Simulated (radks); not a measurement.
Dynamic dipole polarisability and lines of the rhodium ion Rh16+, [Ar] 3d10 4s1. All-electron calculation, non-relativistic Kohn-Sham, PBE, spin-polarised, spherical densities, point nucleus; open shells are filled with parallel spins first (spin-orbit coupling, left out, can overturn this in heavy ions). Program: a radial shooting solver on a logarithmic mesh with Libxc functionals. Time-dependent linear response with the Hartree and adiabatic LDA kernel, continuum included through the Sternheimer equations. Lines are the poles of the dipole polarisability below minus the highest occupied eigenvalue, found on a grid refined at the orbital gaps; the lowest seven at most are given, and weak or close lines can be missed. The first line takes the name of the lowest orbital gap if no other gap lies below it; otherwise a line is named after a gap within 0.6 % of it, if that gap stands alone.

| photon energy (eV) | alpha (bohr^3) |
|---|---|
| 0 | 0.3797 |
| 32.629 | 2.447 |
| 71.784 | -0.06375 |
| 110.94 | 0.007953 |
| 150.09 | 0.03248 |
| 189.25 | 0.3443 |
| 228.40 | 0.04056 |

Lines (eV, oscillator strength): 35.194 (35.23 nm, 4s-4p), f = 0.565; 190.35 (6.513 nm, 4s-5p), f = 0.176; 265.22 (4.675 nm, 4s-6p), f = 0.0570; 305.21 (4.062 nm, 4s-7p), f = 0.0252; 316.32 (3.920 nm, 3d-4p), f = 0.0421; 320.99 (3.863 nm, unassigned), f = 0.393. Higher lines, where found, are left out when the end of the mesh affects them. Those listed give 91 % of the static polarisability (sum of f/w^2). Orbital energy gaps for comparison: 4s-4p 32.983 eV; 4s-5p 191.32 eV; 4s-6p 265.63 eV; 4s-7p 305.42 eV; 3d-4p 316.43 eV.
